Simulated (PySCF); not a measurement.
Isomers of C5H8ClNO, one GFN2-xTB conformer each. Single-point energies are computed at PBE0/pcSseg-1 (PySCF, gas phase, no added dispersion term), electronic only.

Question: Rank them by PBE0/pcSseg-1 energy, lowest first (kcal/mol).
A. `[CH2:1]=[C:2]([Cl:3])[NH:4][C:5](=[O:6])[CH2:7][CH3:8]` with C1–C2–N4–C5 0°, C2–N4–C5–O6 0°, N4–C5–C7–C8 180°
B. `[CH3:1][C:2](=[O:3])[NH:4]/[CH:5]=[CH:6]\[CH2:7][Cl:8]` with C1–C2–N4–C5 -176°, C2–N4–C5–C6 -179°, C5–C6–C7–Cl8 -59°

Answer: B (0.0), A (3.8).

GFN2-xTB itself gives, in the same order: 0.3, 0.0. GFN2-xTB puts C=C(Cl)NC(=O)CC lowest instead.

Q: Which frontier levels, dipoles and rotational constants go with these structures?

A: 
```json
{"SMILES": "CC(=O)N/C=C\\CCl", "HOMO (eV, PBE0/pcSseg-1)": "-6.83", "LUMO (eV)": "-0.81", "dipole (D)": "2.63", "A, B, C (MHz)": "3096, 893.3, 729.3"}
{"SMILES": "C=C(Cl)NC(=O)CC", "HOMO (eV, PBE0/pcSseg-1)": "-6.90", "LUMO (eV)": "-0.40", "dipole (D)": "2.80", "A, B, C (MHz)": "4326, 806.4, 685.4"}
```
